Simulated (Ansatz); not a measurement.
Start from `N[SiH2][SiH2]F` and change one atom or group to get `CC[SiH2][SiH2]F`.

Ansatz, PBE0-D4/def2-TZVP geometries, multiplicity 1. Each molecule was computed in one conformer, which needn't be the lowest.

```
                               property  `N[SiH2][SiH2]F`
      HOMO energy (PBE/def2-TZVPP) / eV             -6.10
     LUMO energy (PBE0/def2-TZVPP) / eV             -0.73
  HOMO energy (ωB97M-V/def2-TZVPP) / eV             -9.71
HOMO–LUMO gap (ωB97M-V/def2-TZVPP) / eV             10.71
   HOMO–LUMO gap (PBE0/def2-TZVPP) / eV              6.74
    HOMO–LUMO gap (PBE/def2-TZVPP) / eV              4.52
```

Problem. Give the same properties after the change, and the shifts. (Estimate.)

Solution. Computed: 
```csv
property,`CC[SiH2][SiH2]F`,shift
HOMO energy (PBE/def2-TZVPP) / eV,-6.79,-0.69
LUMO energy (PBE0/def2-TZVPP) / eV,-0.49,0.24
HOMO energy (ωB97M-V/def2-TZVPP) / eV,-10.03,-0.32
HOMO–LUMO gap (ωB97M-V/def2-TZVPP) / eV,11.29,0.58
HOMO–LUMO gap (PBE0/def2-TZVPP) / eV,7.48,0.74
HOMO–LUMO gap (PBE/def2-TZVPP) / eV,5.43,0.91
```

With PBE0 the HOMO falls by 0.50 eV and the LUMO rises by 0.24 eV, so the gap widens by about 0.74 eV. PBE moves the HOMO by -0.69 eV and ωB97M-V by -0.32 eV.
